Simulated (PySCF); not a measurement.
**Nitrogen: a sound run and one with changed settings**

Sound run: N²⁺ [He] 2s2 2p1, N³⁺ [He] 2s2. All numbers are calculated (PySCF 2.14, the non-relativistic Hamiltonian (point nucleus), in 6-31G*). The sound run starts from symmetry-adapted Hartree-Fock orbitals and uses a fine grid where one is needed.

Changed run: 26 angular points. This setting is unsound on purpose.

```json
{"species": "N²⁺", "method": "UHF", "sound run (hartree)": "-52.79544", "changed run (hartree)": "-52.79544", "converged": "yes"}
{"species": "N²⁺", "method": "PBE0", "sound run (hartree)": "-52.88069", "changed run (hartree)": "-52.88023", "converged": "yes"}
{"species": "N²⁺", "method": "LDA", "sound run (hartree)": "-52.45122", "changed run (hartree)": "-52.45150", "converged": "yes"}
{"species": "N³⁺", "method": "UHF", "sound run (hartree)": "-51.05558", "changed run (hartree)": "-51.05558", "converged": "yes"}
{"species": "N³⁺", "method": "PBE0", "sound run (hartree)": "-51.11431", "changed run (hartree)": "-51.11431", "converged": "yes"}
{"species": "N³⁺", "method": "LDA", "sound run (hartree)": "-50.69131", "changed run (hartree)": "-50.69131", "converged": "yes"}
```

Ionisation energy of N²⁺:

```
method  sound run (eV)  changed run (eV)
   UHF          47.344            47.344
  PBE0          48.065            48.053
   LDA          47.890            47.897
```

A coarse angular grid integrates products of high-l functions wrongly, so density functionals can shift, and the SCF can exploit the error; Hartree-Fock and MP2 need no grid.

For comparison, NIST gives 47.445 eV between the lowest levels.
